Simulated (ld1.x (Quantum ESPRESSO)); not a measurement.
An all-electron radial function and its pseudo partner (Ta (Z = 73))

Columns: radius, all-electron u(r) and pseudo u(r) of the 6p shell (level -1.39 eV) of tantalum in the configuration [Xe] 4f14 5d3 6s2 6p0; PBE, scalar-relativistic, TM scheme, ld1.x (Quantum ESPRESSO) 7.5.

```csv
r (bohr),all-electron,pseudo
0.192,-0.0513,0.0020
0.385,0.1143,0.0080
0.578,-0.0046,0.0181
0.770,-0.1434,0.0324
0.962,-0.1962,0.0510
1.155,-0.1744,0.0743
1.348,-0.1090,0.1024
1.540,-0.0252,0.1350
1.732,0.0620,0.1719
1.925,0.1449,0.2128
2.118,0.2192,0.2560
2.310,0.2831,0.2998
2.502,0.3369,0.3423
2.695,0.3813,0.3814
2.888,0.4165,0.4153
3.080,0.4433,0.4423
3.272,0.4628,0.4624
3.465,0.4759,0.4758
3.658,0.4834,0.4834
3.850,0.4861,0.4861
4.043,0.4847,0.4847
4.235,0.4801,0.4801
4.428,0.4728,0.4728
4.620,0.4634,0.4634
4.812,0.4525,0.4525
5.005,0.4402,0.4402
```

Question: How many radial nodes do the two functions have?

Answer: The all-electron 6p function has n − l − 1 = 4 (the table is too coarse to show those close to the nucleus); the pseudo-wave has 0, since the states of the same l below it are removed with the core.

Question: At about which radius was the pseudo-wave matched?

Answer: 3.85 bohr. The columns agree to 0.0005 from 3.27 bohr on; several derivatives are matched, so the curves merge somewhat inside the radius.

Question: Is the pseudo-wave norm-conserving?

Answer: Yes: the TM scheme keeps the norm inside the radius equal to the all-electron one, which fixes the energy derivative of the logarithmic derivative at the level.
